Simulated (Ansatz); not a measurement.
`FC1([SiH3])BO1` + HBr → `FC1(Br)BO1` + SiH₄  (substitution at a C–Si bond)

Calculated with Ansatz (gas phase, PBE0-D4/def2-TZVP geometries, no zero-point term in ΔE). CCSD(T)/CBS adds triple-zeta CCSD(T) − MP2 to the extrapolated MP2 energy (def2 sets, frozen cores). This one scheme is used for every species. DFT in def2-TZVPP. For Br outer-core shells are correlated without core-valence functions, which leaves a few kJ/mol of doubt a bond. Scalar relativity is left out up to krypton.

`FC1([SiH3])BO1`:

```xyz
9

F    -1.883   -0.266    0.096
C    -0.597    0.100   -0.205
Si    0.667   -0.657    0.972
B    -0.428    1.176   -1.261
O    -0.324   -0.097   -1.642
H     2.003   -0.166    0.556
H     0.610   -2.138    0.900
H     0.356   -0.198    2.348
H    -0.404    2.245   -1.765
```

HBr:

Z-matrix (Å, degrees):
```
Br
H 1 1.420
```

`FC1(Br)BO1`:

Z-matrix (Å, degrees):
```
C
Br 1 1.908
B 1 1.504 2 125.3
F 1 1.337 2 110.2 3 -169.3
O 1 1.433 2 114.6 3 62.7
H 3 1.180 1 161.8 2 -84.5
```

SiH₄:

Z-matrix (Å, degrees):
```
Si
H 1 1.485
H 1 1.485 2 109.5
H 1 1.485 2 109.5 3 -120.0
H 1 1.485 2 109.5 3 120.0
```

```
        level  ΔE (eV)
    r2SCAN-D4     0.42
MP2/CBS(def2)     0.44
```

(1) What does CCSD(T)/CBS give? (Best estimate.)

(2) What do rigid-rotor, harmonic-oscillator terms from PBE0-D4/def2-TZVP frequencies (298.15 K, 1 bar) make of the CCSD(T)/CBS value? (Estimate.)

Largest T1 diagnostic among the species: 0.016.

Results:

(1) The calculation gave: +0.47 eV. The listed levels differ from it by -0.05, -0.03 eV.

(2) Computed: ΔZPE = +0.02 eV, ΔH = +0.47 eV, ΔS = -9 J/(mol·K), ΔG = +0.50 eV.

Leaving LDA and LC-ωPBE aside and taking each functional with its dispersion term where it has one, the values, not all of them listed here, spread over 0.09 eV, from revPBE-D4 to BHLYP-D4. From BLYP to BHLYP (50 % exact exchange), in def2-TZVPP and without D4, ΔE moves by +0.05 eV.
